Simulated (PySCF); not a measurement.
**Dipole response of Li (lithium, neutral)**

[He] 2s1, 2S determinant. Computed with PySCF 2.14 in aug-cc-pV5Z (7s6p5d4f3g2h, 127 functions), with the non-relativistic Hamiltonian (point nucleus). Coupled (time-dependent) response in atomic units; α is the mean over directions.

```json
{"method": "UHF", "mean α (bohr³)": "169.9", "C₆ (like pair)": "1476", "S(−4)": "37240"}
{"method": "PBE", "mean α (bohr³)": "143.2", "C₆ (like pair)": "1141", "S(−4)": "26600"}
{"method": "PBE0", "mean α (bohr³)": "147.7", "C₆ (like pair)": "1195", "S(−4)": "28250"}
```

S(−4) is the Cauchy moment in α(ω) = α(0) + S(−4) ω² + …

Reference α: 164.1 bohr³ (recommended; Schwerdtfeger and Nagle, table of static dipole polarizabilities (2023 update)). Published C₆: 1392 (Chu and Dalgarno (2004); Tang, Norbeck and Certain (1976)).

α(iu) at PBE:

```tsv
u (hartree)	α(iu) (bohr³)
0	143.2
0.0500	97.96
0.100	50.78
0.200	17.93
0.300	8.913
0.500	3.608
0.750	1.779
1.00	1.097
1.50	0.5748
2.00	0.3702
3.00	0.1989
5.00	0.08606
```

A single London oscillator, α(iu) = α/(1 + u²/ω²), gives C₆ = (3/4) ω α². Matching the computed C₆ needs ω = 4 × 1141 / (3 × 143.2²) = 0.0742 hartree.
